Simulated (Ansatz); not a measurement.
CHN, charge +1, doublet, geometry from GFN2-xTB (a state made from the parent by changing its charge; the spin is typed, not shown lowest); HF/def2-SVP in Ansatz (a program for electronic structure).

The Ansatz input:
Ansatz 0.2 input:
```yaml
crystal:
  periodic: [false, false, false]
  atoms:
    - {symbol: C, position_ang: [-0.00000000, -0.00000000, -0.72004593]}
    - {symbol: N, position_ang: [0.00000000, 0.00000000, 0.40993120]}
    - {symbol: H, position_ang: [0.00000000, 0.00000000, 1.45075717]}
basis:
  gaussian:
    orbitals: def2-SVP
    occupation: {up: {"A1": 4, "B1": 1, "B2": 2}, down: {"A1": 4, "B1": 1, "B2": 1}}
hamiltonian:
  xc: hf
total_charge: 1
magnetization: {spin_polarized: true, initial_magnetization: 1}
```

Task: What does Ansatz print? Leave out banner, timings and long lists.

Result: 
```
Functional definition: HF
341 factors; integrals over basis functions are off by at most 1.3e-3 eV
mean field evaluation 1: about -2497.5008 eV, gradient 3.7e1 eV
mean field evaluation 2: about -2503.3775 eV, gradient 2.5e0 eV
mean field evaluation 4: about -2503.4235 eV, gradient 5.5e-2 eV
mean field evaluation 8: about -2503.4235 eV, gradient 2.6e-6 eV
mean field -2503.42354526 eV, -91.9991184069 hartree, gradient 2.6e-6 eV, S^2 0.779948; 0 other end points of the search recorded, 0 dependent functions left out
reference -2503.42354526 eV, -91.9991184069 hartree; 7, 6 occupied and 26, 27 virtual orbitals, 341 factors
Total energy: -2503.42354526 eV, -91.9991184069 hartree
```
